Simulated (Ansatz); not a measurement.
Abridged output of a molecular run in Ansatz:

```
Functional definition: HF
  name "HF"
  cite "Fock, Z. Phys. 61, 126 (1930) doi:10.1007/BF01340294"
  parent pbe
  exchange = exact_x
  correlation = 0
these checks for a lower state are left out or cut short: cluster_reference
548 factors; integrals over basis functions are off by at most 4.5e-4 eV
mean field evaluation 1: about -17663.7304 eV, gradient 1.0e1 eV
mean field evaluation 2: about -17663.7409 eV, gradient 1.0e1 eV
mean field evaluation 4: about -17664.7998 eV, gradient 1.4e0 eV
mean field evaluation 8: about -17664.8546 eV, gradient 3.4e-3 eV
mean field -17664.85459613 eV, -649.1714327391 hartree, gradient 1.1e-6 eV, S^2 0.767020; 0 other end points of the search recorded, 0 dependent functions left out
9 core orbitals not correlated: weight in the atoms' cores, before any rotation towards them, 1.000 or more for the frozen orbitals, at most 0.000 for the correlated occupied ones
reference -17664.85459613 eV, -649.1714327391 hartree; 11, 10 occupied and 29, 30 virtual orbitals, 548 factors
second order -5.42508986 eV of doubles, -0.00000000 eV of singles
cycle   1  -5.86317949 eV  change   -4.4e-1 eV  update   6.6e-2
cycle   2  -6.05385372 eV  change   -1.9e-1 eV  update   2.5e-2
cycle   3  -6.09700335 eV  change   -4.3e-2 eV  update   1.3e-2
cycle   4  -6.09514570 eV  change    1.9e-3 eV  update   4.7e-3
cycle   5  -6.09472820 eV  change    4.2e-4 eV  update   1.9e-3
cycle   6  -6.09511492 eV  change   -3.9e-4 eV  update   8.5e-4
cycle   7  -6.09521447 eV  change   -1.0e-4 eV  update   3.7e-4
cycle   8  -6.09526710 eV  change   -5.3e-5 eV  update   1.4e-4
cycle   9  -6.09525315 eV  change    1.4e-5 eV  update   5.7e-5
cycle  10  -6.09524236 eV  change    1.1e-5 eV  update   1.9e-5
perturbative correction -0.15303421 eV, -0.0056239037 hartree
Total energy: -17671.10287270 eV, -649.4010526679 hartree
Checks for a lower state left out: cluster_reference
```

Its atoms:

```xyz
3

Cl   -1.6897   -0.5921   -0.6512
In    0.1264    0.7438    0.0629
H     1.5633   -0.1516    0.5883
```

Which basis set was used?
A. def2-TZVPP
B. cc-pV(Q+d)Z
C. def2-SVP
D. cc-pV(T+d)Z

C. It gives 49 functions.

Write the keys of the input that set method, charge and spin (a neutral closed shell needs none for the last two).


```yaml
magnetization: {spin_polarized: true, initial_magnetization: 1}
correlation: {method: ccsd_t}
scf: {omitted_lower_state_checks: [cluster_reference]}
```
